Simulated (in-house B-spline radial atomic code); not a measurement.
Successive ionisation energies of osmium; each step leads to the configuration of the next row (after the last: [Kr] 4d3). Dirac energy differences include first-order Breit, QED and recoil terms. NIST's values go from ground level to ground level; the uncertainty of those that are theory runs from under 0.1 % in few-electron ions to several per cent in heavy many-electron ones. Computed with a B-spline radial code for spherical atoms: Dirac-Hartree-Fock, average of the configuration, finite nuclei.

```json
{"ion": "Os24+", "configuration": "[Kr] 4d10 4f6", "ionisation energy (eV)": "740.1", "tabulated value (eV)": "770", "tabulated kind": "tabulated theory", "computed minus tabulated (eV)": "-29.9", "highest orbital": "4f7/2", "largest mean radius (bohr)": "0.45621"}
{"ion": "Os25+", "configuration": "[Kr] 4d10 4f5", "ionisation energy (eV)": "789.3", "tabulated value (eV)": "820", "tabulated kind": "tabulated theory", "computed minus tabulated (eV)": "-30.7", "highest orbital": "4f7/2", "largest mean radius (bohr)": "0.45234"}
{"ion": "Os26+", "configuration": "[Kr] 4d10 4f4", "ionisation energy (eV)": "839.6", "tabulated value (eV)": "870", "tabulated kind": "tabulated theory", "computed minus tabulated (eV)": "-30.4", "highest orbital": "4f7/2", "largest mean radius (bohr)": "0.44849"}
{"ion": "Os27+", "configuration": "[Kr] 4d10 4f3", "ionisation energy (eV)": "891.1", "tabulated value (eV)": "920", "tabulated kind": "tabulated theory", "computed minus tabulated (eV)": "-28.9", "highest orbital": "4f7/2", "largest mean radius (bohr)": "0.44466"}
{"ion": "Os28+", "configuration": "[Kr] 4d10 4f2", "ionisation energy (eV)": "943.6", "tabulated value (eV)": "970", "tabulated kind": "tabulated theory", "computed minus tabulated (eV)": "-26.4", "highest orbital": "4f7/2", "largest mean radius (bohr)": "0.44086"}
{"ion": "Os29+", "configuration": "[Kr] 4d10 4f1", "ionisation energy (eV)": "997.2", "tabulated value (eV)": "1015", "tabulated kind": "tabulated theory", "computed minus tabulated (eV)": "-17.8", "highest orbital": "4f7/2", "largest mean radius (bohr)": "0.43709"}
{"ion": "Os30+", "configuration": "[Kr] 4d10", "ionisation energy (eV)": "?", "tabulated value (eV)": "?", "tabulated kind": "tabulated theory", "computed minus tabulated (eV)": "?", "highest orbital": "?", "largest mean radius (bohr)": "?"}
{"ion": "Os31+", "configuration": "[Kr] 4d9", "ionisation energy (eV)": "?", "tabulated value (eV)": "?", "tabulated kind": "tabulated theory", "computed minus tabulated (eV)": "?", "highest orbital": "?", "largest mean radius (bohr)": "?"}
{"ion": "Os32+", "configuration": "[Kr] 4d8", "ionisation energy (eV)": "1374.5", "tabulated value (eV)": "1364", "tabulated kind": "tabulated theory", "computed minus tabulated (eV)": "10.5", "highest orbital": "4d5/2", "largest mean radius (bohr)": "0.4262"}
{"ion": "Os33+", "configuration": "[Kr] 4d7", "ionisation energy (eV)": "1428.0", "tabulated value (eV)": "1420", "tabulated kind": "tabulated theory", "computed minus tabulated (eV)": "8.0", "highest orbital": "4d5/2", "largest mean radius (bohr)": "0.42297"}
{"ion": "Os34+", "configuration": "[Kr] 4d6", "ionisation energy (eV)": "?", "tabulated value (eV)": "?", "tabulated kind": "tabulated theory", "computed minus tabulated (eV)": "?", "highest orbital": "?", "largest mean radius (bohr)": "?"}
{"ion": "Os35+", "configuration": "[Kr] 4d5", "ionisation energy (eV)": "1536.9", "tabulated value (eV)": "1528", "tabulated kind": "tabulated theory", "computed minus tabulated (eV)": "8.9", "highest orbital": "4d5/2", "largest mean radius (bohr)": "0.41824"}
{"ion": "Os36+", "configuration": "[Kr] 4d4", "ionisation energy (eV)": "1592.3", "tabulated value (eV)": "1606", "tabulated kind": "tabulated theory", "computed minus tabulated (eV)": "-13.7", "highest orbital": "4d5/2", "largest mean radius (bohr)": "0.4159"}
```

Fill in the row of Os30+.

ionisation energy (eV): 1269.3; tabulated value (eV): 1262; computed minus tabulated (eV): 7.3; highest orbital: 4d5/2; largest mean radius (bohr): 0.43335.

Fill in the row of Os31+.

ionisation energy (eV): 1321.6; tabulated value (eV): 1311; computed minus tabulated (eV): 10.6; highest orbital: 4d5/2; largest mean radius (bohr): 0.42962.

Fill in the row of Os34+.

ionisation energy (eV): 1482.1; tabulated value (eV): 1474; computed minus tabulated (eV): 8.1; highest orbital: 4d5/2; largest mean radius (bohr): 0.42059.

Where a p, d or f electron is removed, the computed value is a mean over both j, so it misses the tabulated one by a part of the spin-orbit splitting; averaging over terms and missing correlation add to the gap, relatively most at low charge.
